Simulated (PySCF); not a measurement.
Compound: SnCl3(NHtBu), C₄H₁₀Cl₃NSn.
Cartesian coordinates in Å at the PBE0-D3(BJ)/def2-SVP level; atoms count from 1:
```xyz
19
C4H10Cl3NSn angstrom
Sn     1.226    1.490    1.537
Cl     0.614    2.288    3.638
Cl     3.418    0.725    1.626
Cl     1.261    3.264    0.006
N     -0.064    0.009    1.142
C     -0.337   -0.426   -0.234
C      0.990   -0.508   -0.982
C     -0.969   -1.815   -0.133
C     -1.286    0.539   -0.950
H     -0.916    0.130    1.689
H      0.843   -0.916   -1.993
H      1.439    0.493   -1.109
H      1.706   -1.149   -0.446
H     -0.287   -2.508    0.380
H     -1.200   -2.214   -1.132
H     -1.909   -1.773    0.439
H     -0.843    1.545   -1.015
H     -2.240    0.621   -0.406
H     -1.510    0.197   -1.972
```

Computed with TDDFT wB97X-D/def2-SVPD, vertical, gas phase, core orbitals frozen in the response, def2 core potentials past Kr in PySCF 2.14.0, density-fitted response routines. Spin–orbit coupling is left out.

Frontier orbitals with the atoms that hold most of them (Löwdin shares over 4%, at most four atoms; ? is withheld):

| orbital | ε (eV) | atoms |
| --- | --- | --- |
| HOMO-3 | -11.29 | Cl3 39%, Cl4 32%, Cl2 20% |
| HOMO-2 | -11.18 | Cl4 42%, Cl3 39%, Cl2 17% |
| HOMO-1 | -11.13 | ? |
| HOMO | -9.56 | ? |
| LUMO | -1.00 | Sn1 26%, Cl4 20%, Cl3 19%, Cl2 18% |
| LUMO+1 | 1.60 | Sn1 38%, Cl2 17%, Cl4 9%, Cl3 8% |
| LUMO+2 | 1.63 | Sn1 28%, Cl2 16%, Cl4 12%, Cl3 10% |

(1) Which atoms hold the HOMO-1, and with what shares?

(2) Which atoms hold the HOMO, and with what shares?

(3) The HOMO–LUMO gap is 8.57 eV. Where does the response calculation put the lowest singlet, and from which orbitals?

(4) Give energy, strength and leading configuration of S1 and S2, and follow the Löwdin shares of the leading atoms from the occupied to the empty orbital.

## Answers

(1) Cl4 (bonded to Sn) 26%; Cl3 (bonded to Sn) 22%; N5 (bonded to C, Sn and H) 10%; C6 (bonded to 3 C and N) 8%. By element: chlorine 48% or more, nitrogen 10%, carbon 8% or more.

(2) N5 (bonded to C, Sn and H) 56%; C6 (bonded to 3 C and N) 9%; C9 (bonded to C and 3 H) 8%; Cl4 (bonded to Sn) 6%. By element: nitrogen 56%, carbon 17% or more, chlorine 6% or more.

(3) S1 is at 4.30 eV (f = 0.040), 4.26 eV below the gap, made of HOMO→LUMO (95%). 

(4) 
- S1 (4.30 eV, f 0.040), HOMO→LUMO (95%): N5 56% → at most 16%, C6 9% → at most 16%, Sn1 at most 6% → 26%, Cl4 6% → 20%
- S2 (5.58 eV, f 0.0016), HOMO-2→LUMO (91%): Cl4 42% → 20%, Cl3 39% → 19%, Sn1 at most 3% → 26%

Löwdin shares depend on the basis, the more so with diffuse functions.
